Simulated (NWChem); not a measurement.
System: SiH$_{2}$BrCl; SMILES Cl[SiH2]Br

Here is an NWChem input.

```
start job
memory heap 200 mb stack 900 mb global 1100 mb
geometry units angstroms
  Si    -0.743129    -0.848855     0.093363
  Cl    -2.174517     0.559016     0.067736
  Br     1.245765     0.091444    -0.066603
  H     -0.723464    -1.547472     1.364005
  H     -0.841440    -1.711640    -1.068104
end
basis spherical
  * library def2-svp
end
dft
  xc pbe0
  iterations 150
end
driver
  maxiter 120
end
task dft optimize
task dft freq
```

Output (shortened):

```
             Northwest Computational Chemistry Package (NWChem) 7.3.0
             --------------------------------------------------------

 CS  symmetry detected

                             Geometry "geometry" -> ""
                             -------------------------

 Output coordinates in angstroms (scale by  1.889725989 to convert to a.u.)

  No.       Tag          Charge          X              Y              Z
 ---- ---------------- ---------- -------------- -------------- --------------
    1 Si                  14.0000    -0.84626536     0.62784156     0.00000000
    2 Cl                  17.0000     0.49388736     2.12304048     0.00000000
    3 Br                  35.0000     0.19175227    -1.31842925     0.00000000
    4 H                    1.0000    -1.62984985     0.63177692     1.22024830
    5 H                    1.0000    -1.62984985     0.63177692    -1.22024830

 Effective nuclear repulsion energy (a.u.)     300.7497021881

      Symmetry information
      --------------------

 Group name             Cs
 Group number              2
 Group order               2
 No. of unique centers     4

                                Z-matrix (autoz)
                                --------

 Units are Angstrom for bonds and degrees for angles

      Type          Name      I     J     K     L     M      Value
      ----------- --------  ----- ----- ----- ----- ----- ----------
    1 Stretch                  1     2                       2.00789
    2 Stretch                  1     3                       2.20578
    3 Stretch                  1     4                       1.45018
    4 Stretch                  1     5                       1.45018
    5 Bend                     2     1     3               110.05736
    6 Bend                     2     1     4               111.01561
    7 Bend                     2     1     5               111.01561
    8 Bend                     3     1     4               104.87264
    9 Bend                     3     1     5               104.87264
   10 Bend                     4     1     5               114.58611

                           NWChem Geometry Optimization
                           ----------------------------

[...]

      ----------------------
      Optimization converged
      ----------------------

  Step       Energy      Delta E   Gmax     Grms     Xrms     Xmax
  ---- ---------------- -------- -------- -------- -------- --------
@    4   -3324.01774012 -4.2D-07  0.00014  0.00005  0.00052  0.00081
                                     ok       ok       ok       ok

                                Z-matrix (autoz)
                                --------

 Units are Angstrom for bonds and degrees for angles

      Type          Name      I     J     K     L     M      Value     Gradient
      ----------- --------  ----- ----- ----- ----- ----- ---------- ----------
    1 Stretch                  1     2                       2.05728    0.00001
    2 Stretch                  1     3                       2.21491    0.00014
    3 Stretch                  1     4                       1.48357    0.00001
    4 Stretch                  1     5                       1.48357    0.00001
    5 Bend                     2     1     3               110.45828   -0.00005
    6 Bend                     2     1     4               108.69146    0.00003
    7 Bend                     2     1     5               108.69146    0.00003
    8 Bend                     3     1     4               108.28061   -0.00002
    9 Bend                     3     1     5               108.28061   -0.00002
   10 Bend                     4     1     5               112.44179    0.00003

                         Geometry "geometry" -> "geometry"
                         ---------------------------------

 Output coordinates in angstroms (scale by  1.889725989 to convert to a.u.)

[...]

 Rotational Constants
 --------------------
 A=   0.413531 cm-1  (  0.594965 K)
 B=   0.052767 cm-1  (  0.075918 K)
 C=   0.047606 cm-1  (  0.068493 K)

 Temperature                      =   298.15K
 frequency scaling parameter      =   1.0000

 Zero-Point correction to Energy  =   12.593 kcal/mol  (  0.020068 au)
 Thermal correction to Energy     =   15.302 kcal/mol  (  0.024385 au)
 Thermal correction to Enthalpy   =   15.894 kcal/mol  (  0.025329 au)

 Total Entropy                    =   72.691 cal/mol-K
   - Translational                =   40.805 cal/mol-K (mol. weight = 144.8779)
   - Rotational                   =   26.831 cal/mol-K (symmetry #  =        1)
   - Vibrational                  =    5.055 cal/mol-K

 Cv (constant volume heat capacity) =   13.259 cal/mol-K
   - Translational                  =    2.979 cal/mol-K
   - Rotational                     =    2.979 cal/mol-K
   - Vibrational                    =    7.300 cal/mol-K

[normal modes left out]

 ----------------------------------------------------------------------------
 Normal Eigenvalue ||           Projected Infra Red Intensities
  Mode   [cm**-1]  || [atomic units] [(debye/angs)**2] [(KM/mol)] [arbitrary]
 ------ ---------- || -------------- ----------------- ---------- -----------
    1       -0.000 ||    0.000002           0.000         0.002       0.000
    2       -0.000 ||    0.000121           0.003         0.118       0.024
    3        0.000 ||    0.000102           0.002         0.099       0.020
    4        0.000 ||    0.000078           0.002         0.076       0.016
    5        0.000 ||    0.000285           0.007         0.278       0.057
    6        0.000 ||    0.001350           0.031         1.316       0.271
    7      153.259 ||    0.001844           0.043         1.797       0.370
    8      434.568 ||    0.046364           1.070        45.198       9.306
    9      570.749 ||    0.029715           0.686        28.968       5.964
   10      575.396 ||    0.101269           2.336        98.722      20.326
   11      698.755 ||    0.001465           0.034         1.428       0.294
   12      867.233 ||    0.287921           6.643       280.680      57.791
   13      942.167 ||    0.121756           2.809       118.694      24.439
   14     2278.307 ||    0.065268           1.506        63.626      13.100
   15     2292.820 ||    0.089777           2.071        87.519      18.020
 ----------------------------------------------------------------------------
```

Level: PBE0/def2-SVP. This build's default masses of Se (78.918 u) and Br (79.917 u) are each other's, which moves their modes by up to 0.6 %.
